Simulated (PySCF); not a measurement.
An equivalent PySCF input for Sb⁺ (antimony, charge +1), [Kr] 4d10 5s2 5p2, high-spin 3P determinant, with a scalar-relativistic core potential:

```python
from pyscf import gto, scf, dft, mp, cc
import basis_set_exchange as bse
txt = bse.get_basis("cc-pVTZ-PP", elements=["Sb"], fmt="nwchem", header=False)
cut = txt.index("\nECP")
mol = gto.M(atom="Sb 0 0 0", charge=1, spin=2, symmetry="D2h",
            basis=gto.basis.parse(txt[:cut]),
            ecp={"Sb": gto.basis.parse_ecp(txt[cut:])})
mf = scf.UHF(mol)
mf.irrep_nelec = {'Ag': (4, 4), 'B1g': (1, 1), 'B2g': (1, 1), 'B3g': (1, 1), 'B1u': (2, 1), 'B2u': (2, 1), 'B3u': (1, 1)}
mf.kernel()
```

It reaches the same state as the run whose output follows, and the same energy. The run itself started from symmetry-adapted Hartree-Fock orbitals and held the occupation by maximum overlap, so the iterations belong to that start.

```
SCF conv_tol = 1e-09
number electrons alpha = 12  beta = 10
cycle= 1 E= -238.961427400514  delta_E= -0.0029  |g|= 0.0179  |ddm|= 0.0775
cycle= 2 E= -238.961780728011  delta_E= -0.000353  |g|= 0.00652  |ddm|= 0.0261
cycle= 3 E= -238.961837307025  delta_E= -5.66e-05  |g|= 0.000419  |ddm|= 0.0164
cycle= 4 E= -238.961837528525  delta_E= -2.21e-07  |g|= 5.65e-05  |ddm|= 0.00187
cycle= 5 E= -238.961837531039  delta_E= -2.51e-09  |g|= 1.69e-05  |ddm|= 0.000227
cycle= 6 E= -238.961837531369  delta_E= -3.3e-10  |g|= 3.17e-06  |ddm|= 9.37e-05
converged SCF energy = -238.961837531369  <S^2> = 2.009856  2S+1 = 3.0065635
```

Energies and moments cover only the electrons outside the core potential.
